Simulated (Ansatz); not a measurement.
Geometry optimisation, RKS PBE/def2-SVP (Ansatz 0.2.0).

Input file:

```yaml
crystal:
  periodic: [false, false, false]
  atoms:
    - { symbol: Ga, position_ang: [0.0, 0.0, 0.0] }
    - { symbol: O, position_ang: [0.0, 0.0, 2.14] }
    - { symbol: H, position_ang: [-0.9095, -0.2814, 2.4771] }
    - { symbol: "N", position_ang: [1.6714, 0.0, -0.965] }
    - { symbol: H, position_ang: [2.138, -0.9179, -1.2168] }
    - { symbol: H, position_ang: [2.1227, 0.9179, -1.2432] }
    - { symbol: O, position_ang: [-1.5501, 0.0, -0.895] }
    - { symbol: H, position_ang: [-2.0598, -0.8467, -0.6865] }
    - { symbol: F, position_ang: [0.0896, 1.8959, 0.6306] }
    - { symbol: H, position_ang: [0.0595, 1.2585, 1.7126] }
basis:
  gaussian: { orbitals: def2-SVP }
hamiltonian:
  xc: pbe
relax:
  f_tol: 0.15
  max_steps: 25
  restrain:
    - { distance: [0, 8], at: 1.7, k: 30.0 }
    - { distance: [9, 1], at: 1.01, k: 30.0 }
    - { distance: [0, 1], at: 2.99, k: 30.0 }
    - { distance: [9, 8], at: 2.12, k: 30.0 }
output:
  orbitals: {}
```

Launched with:

```bash
$ ansatz run input.yaml --threads 2 --pin off --max-ram 3072MiB --backend cpu --events-out ev --progress --plain --runs-dir out
```

Problem. Where does it end, and by what steps?

Solution. The forces met the threshold. The restraints hold the end off the free minimum; the threshold counts their pulls, which the force column leaves out. Restrained pairs: Ga1–F9 (2.00 → 1.74 Å), O2–H10 (1.33 → 0.99 Å), Ga1–O2 (2.14 → 2.98 Å), F9–H10 (1.26 → 2.12 Å). After 10 steps the energy has fallen by 1.012 eV (the restraints' own energy left out); Ga1 moved furthest, 0.66 Å.

```
step  energy less start (eV)  largest force component (eV/Å)  accepted
   0                  0.0000                           2.348       yes
   1                 -0.1911                           2.568       yes
   2                 -0.5316                           1.135       yes
   3                 -0.6003                           1.376       yes
   4                 -0.7866                           1.179       yes
   5                 -0.8042                           2.116       yes
   6                 -0.8937                           1.244       yes
   7                 -0.9332                           1.320       yes
   8                 -1.0041                           1.096       yes
   9                 -0.9972                           1.188        no
  10                 -1.0118                           1.131       yes
```

```xyz
10
Properties=species:S:1:pos:R:3
Ga 0.109 0.527 -0.390
O -0.155 0.109 2.544
H -1.061 -0.140 2.264
N 1.586 0.083 -1.365
H 1.759 -0.908 -1.556
H 2.457 0.528 -1.056
O -1.524 -0.235 -0.356
H -1.563 -1.068 -0.861
F 0.093 2.059 0.434
H -0.139 1.071 2.295
```

Run time: 26 s on 2 threads of Arm Neoverse V1 (shared host), peak memory 0.15 GiB.
